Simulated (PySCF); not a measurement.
## Two-component Hartree-Fock for Kr (krypton, neutral)

Start: [Kr]. Calculated with PySCF 2.14 in x2c-SVPall-2c with one added diffuse shell each of s, p, d type (6s7p4d, 47 functions): generalised Hartree-Fock with the X2C-1e Hamiltonian and a Gaussian nucleus; one run each with spin-orbit coupling (SO) switched off, then screened by Boettger's factors.

```
spinor shell  electrons  ε, spin-free (eV)  ε, screened SO (eV)  weight of nominal j (screened SO)  rms radius, screened SO (bohr)
       1s1/2          2           -14399.8             -14399.5                              1.000                          0.0478
       2s1/2          2            -1959.7              -1959.6                              1.000                           0.199
       2p1/2          2            -1727.9              -1764.9                              1.000                           0.175
       2p3/2          4            -1727.9              -1710.1                              1.000                           0.178
       3s1/2          2            -305.32              -305.30                              1.000                           0.566
       3p1/2          2            -228.96              -234.74                              1.000                           0.575
       3p3/2          4            -228.96              -226.17                              1.000                           0.585
       3d3/2          4            -102.14              -102.95                              1.000                           0.611
       3d5/2          6            -102.14              -101.59                              1.000                           0.614
       4s1/2          2            -32.353              -32.352                              1.000                            1.72
       4p1/2          2            -14.300              -14.808                              1.000                            2.08
```

(1) Where does 4p3/2 lie, and what is the 4p spin-orbit splitting (screened SO)?

```csv
quantity,spin-free,screened SO
E (hartree),-2787.65063,-2787.79445
M_J,0,0
⟨J²⟩,0.000,0.000
⟨L²⟩,0.000,0.005
⟨S²⟩,0.000,0.005
```

Without spin-orbit coupling the j labels of p, d and f shells carry no meaning; the spin-free column gives the mean over the occupied spinors of each nl shell.

Results:

(1) At -14.055 eV, 0.753 eV above 4p1/2.
